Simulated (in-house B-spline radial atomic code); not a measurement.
RPA and G0W0 for Mg VI (Mg5+), [He] 2s2 2p3, highest spin, as one setting changes: the highest l of the empty states. Start: r2SCAN. A dash marks a level of low quasi-particle weight. Computed with an all-electron radial atomic-structure program (B-spline basis): all electrons, non-relativistic, point nucleus, each spin shell either full or empty, empty states to the listed l with an (l + 1/2)⁻⁴ tail; G0W0 by contour deformation at full frequency.

```csv
highest l of the empty states,RPA summed (Eh),RPA extrapolated (Eh),G0W0 level (eV)
3,-0.34695,-0.37317,2p up -186.55
4,?,?,?
5,?,?,?
6,-0.36784,-0.37213,2p up -186.64
7,-0.36917,-0.3719,2p up -186.64
8,-0.36995,-0.37178,2p up -186.64
9,-0.37042,-0.3717,2p up -186.63
10,-0.37072,-0.37164,2p up -186.63
11,-0.37093,-0.37161,2p up -186.63
```

What belongs in the row for 5?

RPA summed (Eh): -0.36534; RPA extrapolated (Eh): -0.37266; G0W0 level (eV): 2p up -186.65.

What belongs in the row for 4?

RPA summed (Eh): -0.36009; RPA extrapolated (Eh): -0.37418; G0W0 level (eV): 2p up -186.66.
